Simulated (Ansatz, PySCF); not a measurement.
Caution, from a PySCF single point (B3LYP-D3(BJ)/def2-TZVPD) at this geometry: the highest occupied level lies above zero, so the state may not be bound. This singlet lies within 0.05 eV of the relaxed triplet at the level B3LYP-D3(BJ)/def2-TZVPD (PySCF).

Species: C3H4B, SMILES `C#C[B-]C` (near-degenerate singlet) (charge -1, multiplicity 1).

Task: Give a relaxed geometry from B3LYP-D3(BJ)/def2-TZVPD (Ansatz, an electronic-structure program).

Result: the end point of this relaxation (outside a Z-matrix the atoms follow the SMILES, hydrogens last).
Bonded distances (Å): C1–C2 1.282, C1–H5 1.091, C2–B3 1.422, B3–C4 1.570, C4–H6 1.102, C4–H7 1.102, C4–H8 1.092. Angles (°): C2–C1–H5 124.7, C1–C2–B3 179.1, C2–B3–C4 132.9, B3–C4–H6 109.3, B3–C4–H7 109.4, B3–C4–H8 116.8, H6–C4–H7 105.8, H6–C4–H8 107.5, H7–C4–H8 107.5.
